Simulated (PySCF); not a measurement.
**ECD: `InChI=1S/C7H7Br/c1-3-4-5-6-7(2)8/h3H,1-2H3`**

Geometry:
```json
{"atom": "C1", "x (Å)": "-3.540", "y (Å)": "0.586", "z (Å)": "-0.220"}
{"atom": "C2", "x (Å)": "-2.598", "y (Å)": "-0.408", "z (Å)": "0.377"}
{"atom": "C3", "x (Å)": "-1.296", "y (Å)": "-0.293", "z (Å)": "0.363"}
{"atom": "C4", "x (Å)": "-0.035", "y (Å)": "-0.158", "z (Å)": "0.354"}
{"atom": "C5", "x (Å)": "1.232", "y (Å)": "-0.065", "z (Å)": "0.298"}
{"atom": "C6", "x (Å)": "2.526", "y (Å)": "0.076", "z (Å)": "0.322"}
{"atom": "C7", "x (Å)": "3.507", "y (Å)": "-0.399", "z (Å)": "-0.690"}
{"atom": "Br8", "x (Å)": "3.337", "y (Å)": "1.005", "z (Å)": "1.834"}
{"atom": "H9", "x (Å)": "-4.213", "y (Å)": "0.966", "z (Å)": "0.548"}
{"atom": "H10", "x (Å)": "-4.149", "y (Å)": "0.105", "z (Å)": "-0.985"}
{"atom": "H11", "x (Å)": "-3.002", "y (Å)": "1.419", "z (Å)": "-0.665"}
{"atom": "H12", "x (Å)": "-3.052", "y (Å)": "-1.275", "z (Å)": "0.844"}
{"atom": "H13", "x (Å)": "4.064", "y (Å)": "0.444", "z (Å)": "-1.101"}
{"atom": "H14", "x (Å)": "4.224", "y (Å)": "-1.080", "z (Å)": "-0.229"}
{"atom": "H15", "x (Å)": "2.991", "y (Å)": "-0.914", "z (Å)": "-1.497"}
```

The calculation used TDDFT BHandHLYP/def2-SVPD circular dichroism and optical rotation, one conformer, gas phase (PySCF). Geometry: GFN2-xTB.

The calculation is non-relativistic, which matters for the atoms heavier than Zn. No stereocentre is labelled: unless the shape is locked (an allene, a helicene, a hindered biaryl), the mirror image is equally populated and a measured rotation or CD is zero.

Which excitations and rotatory strengths does the calculation give?

Rotatory strengths R in 10⁻⁴⁰ esu² cm², velocity form and length form (origin at the centre of mass); f in length form.
| state | E (eV) | λ (nm) | f | R (velocity) | R (length) | main |
| --- | --- | --- | --- | --- | --- | --- |
| 1 | 3.40 | 365 | 0.000 | -0.1 | -0.1 | HOMO→LUMO 0.96 |
| 2 | 4.10 | 303 | 1e-05 | +0.4 | +0.4 | HOMO−1→LUMO+1 0.96 |
| 3 | 4.65 | 267 | 0.028 | +4.7 | +4.9 | HOMO−1→LUMO 0.59, HOMO→LUMO+1 0.39 |
| 4 | 5.59 | 222 | 0.0002 | +4.4 | +4.6 | HOMO−3→LUMO 0.46, HOMO→LUMO+3 0.27 |
| 5 | 5.66 | 219 | 1.800 | +39.6 | +39.2 | HOMO→LUMO+1 0.46, HOMO−1→LUMO 0.26 |
| 6 | 5.79 | 214 | 0.716 | +9.0 | +8.2 | HOMO−2→LUMO 0.66, HOMO→LUMO+1 0.11 |
| 7 | 6.42 | 193 | 0.016 | -7.0 | -6.9 | HOMO→LUMO+2 0.65, HOMO→LUMO+3 0.15 |
| 8 | 6.47 | 192 | 0.0003 | -0.9 | -0.8 | HOMO−3→LUMO 0.40, HOMO→LUMO+3 0.24 |
| 9 | 6.61 | 187 | 0.006 | +18.3 | +19.2 | HOMO−2→LUMO+1 0.46, HOMO−1→LUMO+2 0.32 |
| 10 | 6.63 | 187 | 0.007 | -6.8 | -7.4 | HOMO−2→LUMO+1 0.48, HOMO−1→LUMO+2 0.32 |
| 11 | 6.92 | 179 | 0.069 | +0.5 | -0.2 | HOMO−3→LUMO+1 0.39, HOMO−1→LUMO+3 0.26 |
| 12 | 6.97 | 178 | 0.0002 | -1.3 | -1.3 | HOMO−5→LUMO 0.67 |
| 13 | 7.12 | 174 | 0.003 | +3.1 | +3.1 | HOMO−4→LUMO+1 0.70 |
| 14 | 7.14 | 174 | 0.006 | +3.6 | +4.7 | HOMO→LUMO+4 0.64, HOMO→LUMO+3 0.17 |
| 15 | 7.30 | 170 | 0.232 | +6.4 | +7.9 | HOMO−3→LUMO+1 0.39, HOMO−1→LUMO+3 0.34 |
| 16 | 7.38 | 168 | 0.112 | -48.8 | -50.7 | HOMO−1→LUMO+4 0.65, HOMO−3→LUMO+1 0.11 |

For state 11 the two forms differ in sign, so the sign of R isn't settled.

Among the states computed, the strongest CD band (largest |R|) is state 16. The largest dissymmetry factor in size, g = 4R/(D+G), with D and G the electric and magnetic dipole strengths, is +0.064 for state 4 (velocity form, f = 0.0006), among bands with |R| over 0.5. The mirror image has the same energies and oscillator strengths and all R with the opposite sign.
